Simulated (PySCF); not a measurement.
Geometry:
| atom | x (Å) | y (Å) | z (Å) |
| --- | --- | --- | --- |
| C1 | 2.077 | -0.747 | 0.208 |
| C2 | 1.200 | 0.094 | 0.127 |
| B3 | 0.114 | 1.177 | 0.028 |
| O4 | -1.174 | 0.874 | -0.211 |
| C5 | -1.631 | -0.448 | -0.387 |
| H6 | 2.854 | -1.489 | 0.280 |
| H7 | 0.384 | 2.346 | 0.162 |
| H8 | -1.391 | -1.074 | 0.487 |
| H9 | -1.176 | -0.909 | -1.278 |
| H10 | -2.721 | -0.417 | -0.519 |

One computed conformer, non-relativistic Hamiltonian, averaged over atoms made equivalent by symmetry, fast rotation or ring inversion, isolated molecule. J: B3LYP/pcJ-1 (spin–dipole term only in couplings to heteroatoms); geometry from PBE0-D3(BJ)/def2-SVP; CAM-B3LYP/pcSseg-2 with gauge-including orbitals; PySCF 2.14.0 with density-fitted response routines.

Task: List the cross peaks expected in HSQC, COSY and HMBC spectra.

Result: 

HSQC (one-bond C–H):
```csv
δH,δC,"¹J(C,H) (Hz)"
3.89 (H8/H9/H10),58.3 (C5),150
3.11 (H6),111.5 (C1),263
```

HMBC (two and three bonds, |J| ≥ 2.5 Hz):
```csv
δH,δC [abs. J in Hz]
4.70 (H7),"111.5 (C1) [4.5], 93.2 (C2) [19.2], 58.3 (C5) [9.6]"
3.11 (H6),93.2 (C2) [45.0]
```

No COSY cross peaks are expected.

Scale: ¹H (31.34 ppm) and ¹³C (182.55 ppm) vs TMS (reference shieldings calculated alike).

Hydrogens on boron are broadened and split by ¹¹B (spin 3/2, 80 %) and 10B (spin 3). A carbon bonded to boron is broadened by the quadrupolar boron nucleus and is often missing from a measured spectrum. Shifts are as computed, not scaled to solution data. Of 1211 compounds with measured shifts, 218 miss one by over three times the rms of a fit or turn the order of signals round; such compounds aren't used in these exercises.
